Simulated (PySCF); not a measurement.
A TDDFT job was run through a driver script with this input:

```
{"job": {"kind": "uv", "xc": "B3LYP", "basis": "def2-SVPD", "ip": false, "nstates": 10}, "charge": 0, "multiplicity": 1}
Si    -0.146350     0.007178    -0.131612
C     -0.199113     0.005354     1.758997
C      0.467946    -1.203538     2.407952
H     -1.261169     0.066021     2.055731
H      0.265125     0.941804     2.117199
H      0.395493    -1.176306     3.506876
H      0.005363    -2.145612     2.072309
H      1.539342    -1.260158     2.156234
C      1.648369    -0.018903    -0.724802
C      2.487161     1.170717    -0.268302
H      1.630363    -0.079596    -1.827073
H      2.102933    -0.966034    -0.381640
H      3.520816     1.117128    -0.645574
H      2.060014     2.122720    -0.622071
H      2.544684     1.229753     0.830567
C     -0.998362     1.568960    -0.738215
C     -1.727610     1.672266    -1.855790
H     -0.860811     2.482429    -0.141284
H     -1.910632     0.807202    -2.503400
H     -2.176101     2.619796    -2.176482
C     -1.003471    -1.529876    -0.795339
C     -2.323157    -1.653077    -0.982452
H     -0.378113    -2.407362    -1.014131
H     -3.012639    -0.823482    -0.787412
H     -2.780023    -2.583634    -1.339676
```

Output (SCF cycles cut):

```
converged SCF energy = -603.6795618149

Static polarisability (au): isotropic 124.143, principal 107.089 122.109 143.229

Singlet excitations
state   eV       nm        f      main configurations
  1   5.7070    217.2   0.01118   H->L 0.91
  2   5.9339    208.9   0.03350   H->L+1 0.69, H-1->L 0.28
  3   6.1717    200.9   0.02248   H-2->L 0.43, H-3->L 0.18, H-3->L+1 0.11
  4   6.2115    199.6   0.01425   H-3->L 0.36, H-2->L+1 0.14, H-1->L+1 0.13
  5   6.5309    189.8   0.03852   H-1->L+1 0.38, H-4->L 0.16, H-3->L 0.11
  6   6.5713    188.7   0.05318   H-2->L 0.20, H-4->L 0.19, H-3->L+1 0.16
  7   6.5961    188.0   0.07268   H-4->L+1 0.50, H-1->L 0.20, H-1->L+1 0.11
  8   6.6116    187.5   0.01632   H-2->L+1 0.35, H-3->L+1 0.32, H-3->L 0.14
  9   6.7346    184.1   0.02737   H->L+2 0.93
 10   7.1520    173.4   0.06324   H-4->L 0.21, H-1->L+2 0.21, H-2->L+1 0.15

Triplet excitations (Tamm-Dancoff, eV): 4.1935 4.2175 5.6699 5.6900
```

Method used: TDDFT B3LYP/def2-SVPD, vertical, gas phase, core orbitals frozen in the response in PySCF 2.14.0, density-fitted response routines. Isolated species at its PBE0-D3(BJ)/def2-SVP geometry (one conformer only).

(1) How many basis functions and electrons does this run hold?

(2) How much of the mean polarisability do the listed states account for?

(3) What share of the summed oscillator strength falls to the strongest level in this window?

(4) What transition dipole goes with state 7?

(5) What is the polarisability anisotropy, √(½[(α1 − α2)² + (α2 − α3)² + (α3 − α1)²])?

(6) Which species is it?

## Answers

(1) 312 basis functions for 78 electrons in 39 doubly occupied orbitals.

(2) The sum over states Σ f/ΔE² (ΔE in hartree) gives 6.13 au, 5% of the total; the rest comes from higher roots of the same response equations.

(3) State 7 at 188 nm: 0.0727 of 0.3527, or 21%.

(4) |μ|² = 3f / (2ΔE) = 3 × 0.0727 / (2 × 0.2424) = 0.450 au, so |μ| = 1.70 D.

(5) 31.45 au.

(6) SiEt2(vinyl)2, `C=C[Si](C=C)(CC)CC` (C8H16Si).

H and L stand for HOMO and LUMO.

On 2 threads of an Intel Xeon 6975P-C (shared host), this took 50 s wall, 1.9 min CPU (grids of density and orbitals included) and 1.9 GiB of memory at its peak.
